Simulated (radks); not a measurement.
The nuclear charge of neutral thulium is varied continuously with 69 electrons held in [Xe] 4f13 6s2. All-electron calculation, scalar-relativistic Kohn-Sham, r2SCAN, spin-polarised, spherical densities, finite nucleus; open shells are filled with parallel spins first (spin-orbit coupling, left out, can overturn this in heavy ions); meta-GGA in the generalised Kohn-Sham scheme; Fermi nuclear charge, rms radius 5.2256 fm. Program: a radial shooting solver on a logarithmic mesh with Libxc functionals. By the Hellmann-Feynman theorem dE/dZ = E(electron-nucleus)/Z, the electronic potential at the nucleus (averaged over a nucleus of fixed radius). The scalar-relativistic energy here is not variational (the density holds large components alone), so the two differ by a part that grows with Z.

Z     E (hartree)  E(electron-nucleus)/Z (hartree)  HOMO  e(HOMO) (eV)  <r> HOMO (bohr)
68.8  -13470.3212                         -481.150    4f        -0.051           0.8402
68.9  -13518.8094                         -482.209    4f        -1.250           0.8269
69    -13567.4051                         -483.267    4f        -2.522           0.8156
69.1  -13616.1084                         -484.324    4f        -3.859           0.8054
69.2  -13664.9190                         -485.380    6s        -5.194            3.863
69.3  -13713.8370                         -486.436    6s        -5.850            3.783
69.4  -13762.8623                         -487.491    6s        -6.527            3.709
69.5  -13811.9948                         -488.546    6s        -7.223            3.639
69.6  -13861.2347                         -489.601    6s        -7.938            3.574
69.7  -13910.5819                         -490.656    6s        -8.671            3.512
69.8  -13960.0363                         -491.711    6s        -9.422            3.454
69.9  -14009.5981                         -492.766    6s       -10.190            3.399
70    -14059.2672                         -493.822    6s       -10.974            3.346

The central difference of E at Z = 69 is -486.495 hartree, to compare with the third column; the second derivative is -10.7 hartree.
